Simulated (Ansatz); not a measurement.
A set of 12 reactions (silylene extrusion), with CCSD(T)/CBS values in kJ/mol:

| reaction | ΔE |
| --- | --- |
| `[BH2][Al]([CH3])[SiH2]F` → `[BH2][AlH][CH3]` + `F[SiH]` | 200.0 |
| `F[SiH2]CBr` → `CBr` + `F[SiH]` | 201.1 |
| `CS[SiH2]N` → CH₃SH + `N[SiH]` | 223.7 |
| `BN(C=C)[SiH2]C` → `BN(C)C=C` + `[SiH2]` | 335.8 |
| `C[Si](C)(F)Cl` → `CCl` + `C[Si]F` | 388.1 |
| `F[Si](Cl)(Cl)[SiH2]Cl` → `F[Si]Cl` + `Cl[SiH2]Cl` | 140.9 |
| `F[SiH2]CBr` → `FCBr` + `[SiH2]` | 456.0 |
| `O[SiH](S)P[SiH3]` → `OP[SiH3]` + `[SiH]S` | 328.9 |
| `C[Si](C)(F)Cl` → `CF` + `C[Si]Cl` | 448.8 |
| `[AlH2][CH2][SiH2][GeH3]` → `[AlH2][CH2][GeH3]` + `[SiH2]` | 274.7 |
| `BN(C=C)[SiH2]C` → `BNC=C` + `C[SiH]` | 273.0 |
| `CS[SiH2]N` → NH₃ + `CS[SiH]` | 210.1 |

Computed with Ansatz on PBE0-D4/def2-TZVP structures; ΔE is electronic, products minus reactants. CCSD(T)/CBS adds triple-zeta CCSD(T) − MP2 to the extrapolated MP2 energy (def2 sets, frozen cores). This one scheme is used for every species. DFT in def2-TZVPP. For Br, Ge outer-core shells are correlated without core-valence functions, which leaves a few kJ/mol of doubt a bond. Scalar relativity is left out up to krypton. Each species was taken in one conformer, which may not be the lowest.

**Question.** Give the mean, mean absolute and largest difference (level minus CCSD(T)/CBS, kJ/mol) for: r2SCAN-D4, PBE0-D4, ωB97M-V, B2PLYP, r2SCAN, HF/def2-TZVPP, MP2/def2-TZVPP, SCS-MP2/def2-TZVPP, CCSD(T)/def2-TZVPP, HF/def2-QZVPP, SCS-MP2/def2-QZVPP, HF/CBS(def2), MP2/CBS(def2), CCSD/CBS(def2). (Estimate.)

**Answer.** Ansatz gave: 
```tsv
level	mean	mean absolute	largest
r2SCAN-D4	15.4	15.4	29.7
PBE0-D4	7.3	8.8	24.6
ωB97M-V	-8.3	8.3	-14.7
B2PLYP	-11.7	11.7	-19.2
r2SCAN	12.4	12.4	26.7
HF/def2-TZVPP	-19.8	20.5	-47.1
MP2/def2-TZVPP	12.9	12.9	18.9
SCS-MP2/def2-TZVPP	-1.0	3.0	-10.5
CCSD(T)/def2-TZVPP	-7.5	7.5	-12.5
HF/def2-QZVPP	-19.4	20.3	-46.6
SCS-MP2/def2-QZVPP	3.8	5.3	10.1
HF/CBS(def2)	-19.4	20.3	-46.6
MP2/CBS(def2)	20.4	20.4	30.1
CCSD/CBS(def2)	-3.0	3.3	-7.9
```

The largest T1 diagnostic in the set is 0.016, for `[SiH]S` (customary mark 0.02).

CCSD(T)/CBS is a level of theory with its own doubt, and the functionals carry their triple-zeta basis error, so these figures describe this set and don't rank the functionals.
